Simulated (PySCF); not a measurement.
# Si(vinyl)3(NHEt): computed shieldings and shifts

Si(vinyl)3(NHEt), C8H15NSi, point group C1.

Bonds: Si1-C2, Si1-C7, Si1-C12, Si1-N17, C2-C3, C7-C8, C12-C13, N17-C18, C18-C19. C2 carries H4; C3 carries H5, H6; C7 carries H9; C8 carries H10, H11; C12 carries H14; C13 carries H15, H16; N17 carries H20; C18 carries H21, H22; C19 carries H23, H24, H25.

GIAO calculations in PySCF on the PBE0-D3(BJ)/def2-SVP structure: isolated species, non-relativistic, equivalent atoms averaged; basis pcSseg-1.

(1) Give the isotropic shieldings (ppm) with B3LYP, PBE0.

(2) And the chemical shifts, against references computed in the same way?

(3) Which part of the shielding of Si1 depends on the functional?

Results:

(1) 
```
                atoms                             environment  B3LYP   PBE0
                  Si1                silicon bonded to 3 C, N  364.4  376.0
                  N17             nitrogen bonded to C, Si, H  210.7  217.6
            C2/C7/C12               carbon bonded to C, Si, H   33.0   39.1
            C3/C8/C13                 carbon bonded to C, 2 H   35.8   39.6
                  C18              carbon bonded to C, N, 2 H  137.5  144.1
                  C19                 carbon bonded to C, 3 H  153.9  159.9
            H4/H9/H14    hydrogen on a carbon bonded to C, Si  25.08  24.84
H5/H6/H10/H11/H15/H16        hydrogen on a carbon bonded to C  25.21  24.94
              H21/H22     hydrogen on a carbon bonded to C, N  28.54  28.45
          H23/H24/H25        hydrogen on a carbon bonded to C  30.36  30.26
                  H20  hydrogen on a nitrogen bonded to C, Si  31.55  31.41
   HOMO–LUMO gap (eV)                                       –   5.50   5.91
```

(2) 
```json
{"atoms": "Si1", "nucleus, reference": "29Si, TMS", "B3LYP": "-26.5", "PBE0": "-24.0"}
{"atoms": "N17", "nucleus, reference": "15N, NH3", "B3LYP": "52.9", "PBE0": "48.1"}
{"atoms": "C2/C7/C12", "nucleus, reference": "13C, TMS", "B3LYP": "146.2", "PBE0": "145.3"}
{"atoms": "C3/C8/C13", "nucleus, reference": "13C, TMS", "B3LYP": "143.4", "PBE0": "144.8"}
{"atoms": "C18", "nucleus, reference": "13C, TMS", "B3LYP": "41.8", "PBE0": "40.3"}
{"atoms": "C19", "nucleus, reference": "13C, TMS", "B3LYP": "25.3", "PBE0": "24.5"}
{"atoms": "H4/H9/H14", "nucleus, reference": "1H, TMS", "B3LYP": "6.30", "PBE0": "6.42"}
{"atoms": "H5/H6/H10/H11/H15/H16", "nucleus, reference": "1H, TMS", "B3LYP": "6.18", "PBE0": "6.33"}
{"atoms": "H21/H22", "nucleus, reference": "1H, TMS", "B3LYP": "2.84", "PBE0": "2.82"}
{"atoms": "H23/H24/H25", "nucleus, reference": "1H, TMS", "B3LYP": "1.02", "PBE0": "1.01"}
{"atoms": "H20", "nucleus, reference": "1H, TMS", "B3LYP": "-0.16", "PBE0": "-0.14"}
```

(3) Diamagnetic: B3LYP 886, PBE0 886 ppm; paramagnetic: B3LYP -522, PBE0 -510 ppm. The diamagnetic part, set mainly by inner electrons, hardly moves; the paramagnetic part goes with low-lying magnetically allowed excitations and carries the spread.

Experimental scales use liquid or dissolved standards, which lie at an offset from isolated NH3 (liquid NH3: subtract about 20 ppm).
